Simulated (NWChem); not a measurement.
System: CH3GeI, singlet; SMILES [CH3][Ge][I]

```xyz
6

Ge    -0.4324     1.3810    -0.0041
I      0.0008    -1.1759     0.0033
C      1.4914     1.9658    -0.0041
H      1.5574     3.0729    -0.0083
H      2.0180     1.5628    -0.8948
H      2.0155     1.5705     0.8912
```
Atoms are numbered in this order, from 1.

Level: PBE-D3(BJ)/def2-SVP with def2 effective core potentials on I (NWChem), optimised geometry, unscaled harmonic frequencies. Low-valent species are run as closed-shell singlets; no triplet was tried in these runs. def2 effective core potentials on I; no spin-orbit coupling.

Question: List the harmonic frequencies with IR intensities, and the thermochemistry.

Answer: 
| frequency (cm⁻¹) | IR intensity (km/mol) |
|---|---|
| 45 | 0.2 |
| 156 | 1.1 |
| 225 | 22.7 |
| 526 | 49.2 |
| 553 | 0.0 |
| 707 | 8.6 |
| 1157 | 14.2 |
| 1355 | 3.4 |
| 1359 | 14.0 |
| 2962 | 0.2 |
| 3066 | 0.8 |
| 3079 | 7.5 |

```
Quantity                                                                            Value
-----------------------------------------------------------------------  ----------------
zero-point energy                                                           21.7 kcal/mol
thermal correction to the enthalpy at 298.15 K (with zero-point energy)     25.7 kcal/mol
heat capacity Cv                                                         15.3 cal/(mol K)
entropy at 298.15 K and 1 atm (symmetry number 1)                        80.5 cal/(mol K)
```

Rigid rotor and harmonic oscillator; modes under 100 cm⁻¹ make the entropy uncertain.
